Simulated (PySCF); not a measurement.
# Checking a proposed structure

A compound C4H12O2Si gives the data below (simulated from a calculation) and was assigned the structure `CCO[SiH2]OCC`.

13C{1H} NMR (computed): δ 69.1 (CH2), 50.3 (CH3), 29.9 (CH2), 13.1 (CH3).

1H NMR (500 MHz, computed): δ 4.73 (s, 2H), 3.96 (t, 2H), 3.82 (s, 3H), 1.51 (m, 2H), 1.05 (t, 3H).

[PySCF 2.14: GIAO PBE0/pcSseg-1 shieldings; structure optimised with GFN2-xTB; averaged over atoms made equivalent by symmetry, fast rotation or ring inversion; one computed conformer; no solvent model; non-relativistic]

Referencing at the same level of theory: 1H (31.72 ppm) and 13C (186.93 ppm) vs TMS.

Question: Compare with the shifts computed for the proposed structure, pairing carbons in order of shift.

Answer: Mapped SMILES: `[CH3:1][CH2:2][O:3][SiH2:4][O:5][CH2:6][CH3:7]`. Hydrogens are named by the atom that carries them.

| atom | computed for proposal | given list | difference |
| --- | --- | --- | --- |
| C2 | 60.8 | 69.1 | -8.3 |
| C6 | 60.8 | 50.3 | +10.5 |
| C1 | 20.6 | 29.9 | -9.3 |
| C7 | 20.6 | 13.1 | +7.5 |

The rms difference is 9.0 ppm and the largest +10.5 ppm at C6 (sp3 CH2 bonded to O). The proposal also would give 2 carbon signals, not 4. The carbon types in order of shift don't match either: CH2, CH2, CH3, CH3 for the proposal against CH2, CH3, CH2, CH3 in the data. The proposal doesn't fit.

Question: Which isomer fits?

Answer: SMILES CCCO[SiH2]OC.

- Carbon types of the structure: 2 × CH2, 2 × CH3, leaving 2 H on heteroatoms.
- δC 69.1: sp3 CH2 bonded to O; the inductive effect lowers its shielding.
- δC 29.9: sp3 CH2; aliphatic region, no heteroatom directly attached.
- δC 13.1: methyl carbon; saturated and bonded to C and H only.
- δH 3.82: hydrogen on a methyl carbon bonded to O; its carbon carries O, hence the downfield position.

The data come from this structure; uniqueness wasn't tested.

Shifts are as computed. Against solution values, carbons near 30 ppm lie about +3 ppm off and those near 130 ppm about +5 ppm. Of 1211 compounds with measured shifts, 218 miss one by over three times the rms of a fit or turn the order of signals round; such compounds aren't used in these exercises. Multiplicities follow the n + 1 count of equivalent neighbours, as no J values were calculated; m marks all less simple cases, F and P coupling included.
